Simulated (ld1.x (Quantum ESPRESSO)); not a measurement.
**Reading a pseudo-wave (Ir)**

Columns: radius, all-electron u(r) and pseudo u(r) of the 6p shell (level -1.54 eV) of iridium in the configuration [Xe] 4f14 5d7 6s1.75 6p0.25; PW91, scalar-relativistic, PAW scheme, ld1.x (Quantum ESPRESSO) 7.5.

```csv
r (bohr),all-electron,pseudo
0.150,-0.0776,0.0029
0.300,0.0999,0.0115
0.450,0.0697,0.0256
0.600,-0.0712,0.0447
0.750,-0.1692,0.0682
0.900,-0.1944,0.0954
1.050,-0.1634,0.1255
1.200,-0.0997,0.1578
1.350,-0.0217,0.1915
1.500,0.0589,0.2257
1.650,0.1354,0.2597
1.800,0.2046,0.2929
1.950,0.2652,0.3246
2.100,0.3170,0.3545
2.250,0.3603,0.3822
2.400,0.3958,0.4072
2.550,0.4243,0.4292
2.700,0.4465,0.4481
2.850,0.4632,0.4634
3.000,0.4751,0.4751
3.150,0.4828,0.4828
3.300,0.4869,0.4869
3.450,0.4879,0.4879
3.600,0.4863,0.4863
3.750,0.4825,0.4825
3.900,0.4770,0.4770
```

(1) How many radial nodes do the two functions have?

(2) At about which radius was the pseudo-wave matched?

(3) Where does each function peak?

(4) Is the pseudo-wave norm-conserving?

Answers

(1) The all-electron 6p function has n − l − 1 = 4 (the table is too coarse to show those close to the nucleus); the pseudo-wave has 0, since the states of the same l below it are removed with the core.

(2) 3.00 bohr, where the columns begin to agree (steps of 0.15 bohr).

(3) Outermost all-electron maximum near 3.45 bohr, pseudo maximum near 3.45 bohr (to the table’s step).

(4) No, it belongs to a PAW set: the norm inside the radius is not constrained, and the difference is carried by the augmentation charge.
